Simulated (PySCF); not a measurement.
Si(I)(Me) (CH3ISi), SMILES I[Si]C (connectivity only; charge and spin as stated), neutral, multiplicity 1. Atoms are numbered in the order given.

```xyz
6

Si     0.8372     1.5125     0.0000
I     -0.0635    -0.8280     0.0000
C     -0.8127     2.4591     0.0000
H     -0.6349     3.5478     0.0000
H     -1.4233     2.2022    -0.8843
H     -1.4233     2.2022     0.8843
```
Charge 0, spin multiplicity 1.

The structure is a stationary point at r2SCAN-D4/def2-SVP. The def2 effective core potentials stand for the cores of I; spin–orbit coupling is left out.

These are TDDFT-PBE0/def2-SVPD (PySCF) values and carry that method's errors.

Vertical excitations.  State labels are in the subgroup Cs.

Problem. List the lowest excited states. (An estimate is asked for; the answer gives what the named calculation found.)

Solution. 
```tsv
state	symmetry	energy (eV)	λ (nm)	f	main pairs
S1	A"	2.56	484	0.008	HOMO→LUMO 100 %
S2	A"	3.68	337	0.003	HOMO−1→LUMO 100 %
S3	A'	4.16	298	0.022	HOMO−2→LUMO 90 %
S4	A"	4.94	251	0.001	HOMO−3→LUMO 99 %
S5	A'	5.01	247	0.180	HOMO→LUMO+1 86 %
S6	A"	5.96	208	0.003	HOMO−2→LUMO+1 99 %
S7	A'	6.01	206	0.150	HOMO−1→LUMO+1 88 %
S8	A'	6.15	202	0.062	HOMO→LUMO+2 96 %
S9	A'	6.52	190	0.061	HOMO→LUMO+3 90 %
S10	A"	6.99	177	0.022	HOMO→LUMO+4 99 %
T1	A"	1.44	862	0	HOMO→LUMO 92 %
T2	A'	3.36	369	0	HOMO−2→LUMO 99 %
T3	A"	3.39	366	0	HOMO−1→LUMO 93 %
T4	A'	3.89	319	0	HOMO→LUMO+1 93 %
```
Triplets are in the Tamm–Dancoff approximation, which puts them higher than full response would, so one can lie above its singlet here.
